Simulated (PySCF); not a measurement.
Distorted geometries of [Tm(P5)2]+

[Tm(P5)2]+ (singlet in the valence; each metal's 4f electrons, 12 of them, lie in its core potential, out of spins and levels). PySCF 2.14.0, RKS B3LYP, Tm lcecp-1-SVP with ECP58, P def2-SVP; non-relativistic Hamiltonian with scalar-relativistic core potentials where named; density fitting; no spin-orbit coupling. Relaxed geometry:

```xyz
11

Tm    0.0000    0.0000    0.0000
P     0.0000    1.8308    2.4123
P    -1.7412    0.5657    2.4123
P    -1.0761   -1.4811    2.4123
P     1.0761   -1.4811    2.4123
P     1.7412    0.5657    2.4123
P     0.0000   -1.8308   -2.4123
P    -1.7412   -0.5657   -2.4123
P    -1.0761    1.4811   -2.4123
P     1.0761    1.4811   -2.4123
P     1.7412   -0.5657   -2.4123
```

Order these distorted geometries by energy above the relaxed one, lowest first.
A.
```xyz
11

Tm    0.0048    0.0470   -0.0217
P    -0.0124    1.9885    2.5633
P    -1.8080    0.4689    2.3912
P    -1.0216   -1.4309    2.4223
P     1.0776   -1.5941    2.4787
P     1.7182    0.5459    2.4009
P     0.0968   -1.8489   -2.4132
P    -1.6510   -0.4830   -2.4667
P    -1.0999    1.5603   -2.4833
P     1.0209    1.3979   -2.3585
P     1.6745   -0.6517   -2.5129
```
B.
```xyz
11

Tm   -0.0335    0.0190   -0.0694
P     0.1380    1.8412    2.4017
P    -1.7711    0.4926    2.4323
P    -1.0626   -1.4475    2.2995
P     0.9508   -1.3399    2.4794
P     1.8564    0.4376    2.4597
P     0.0497   -1.8976   -2.4178
P    -1.6773   -0.5689   -2.3483
P    -1.0463    1.4721   -2.4743
P     0.9335    1.5225   -2.3709
P     1.6623   -0.5312   -2.3919
```
C.
```xyz
11

Tm    0.0917    0.2144   -0.0512
P    -0.0714    1.7509    2.4181
P    -1.9347    0.7425    2.4427
P    -1.0995   -1.6360    2.4833
P     1.2231   -1.4376    2.1886
P     1.8888    0.6043    2.2944
P     0.0116   -1.8812   -2.4878
P    -1.7193   -0.5617   -2.4582
P    -1.2493    1.2493   -2.3397
P     0.9309    1.4437   -2.2643
P     1.9281   -0.4887   -2.2261
```

A (1.03 eV), B (1.19 eV), C (2.43 eV).

Which forces (eV/Å) act in the one that lies 1.03 eV up?


```
Tm  -0.02  0.00  0.53
P    0.06 -2.53 -0.72
P    0.67  2.03  0.18
P   -0.63 -1.49 -0.04
P    0.44  1.47 -0.38
P   -0.55  0.47  0.43
P   -2.79 -1.16 -0.08
P   -1.05 -0.92  0.02
P    0.33 -0.62  0.19
P    1.06  0.99 -0.34
P    2.47  1.76  0.22
```
Forces carry noise of the integration grid, about 0.01 to 0.03 eV/Å.

No frequency check is given that shows the relaxed geometry to be a minimum. An lcecp potential fixes the number of 4f electrons, so in runs with it no electron can move into or out of that shell.
